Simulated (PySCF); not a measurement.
AsH₅Si. Atoms are numbered in the order given.

```xyz
7

Si    -1.5654    -0.0055     0.0000
As     0.7988     0.0613     0.0000
H     -2.0492     0.7111     1.2086
H     -2.0492     0.7111    -1.2086
H     -2.1178    -1.3846     0.0000
H      0.8850    -0.9908     1.0974
H      0.8850    -0.9908    -1.0974
```

The structure is a stationary point at PBE0-D3(BJ)/def2-TZVP.

Calculation: PBE/def2-TZVPD (PySCF).

Gas-phase values at a fixed geometry.

```
Property                                                                                                       Result
---------------------------------------------------------------------------------------------  ----------------------
total energy                                                                                      -2527.87705 hartree
point group                                                                                                        Cs
highest occupied level                                                                                       -6.52 eV
lowest empty level                                                                                           -0.84 eV
orbital gap                                                                                                   5.68 eV
dipole moment                                                                                                  0.33 D
quadrupole, principal values (traceless, Buckingham form, about the centre of nuclear charge)   -2.12, 0.55, 1.57 D·Å
mean static polarisability                                                                       67.2 bohr³ (9.96 Å³)
polarisability, principal values                                                               58.7, 59.4, 83.5 bohr³
```
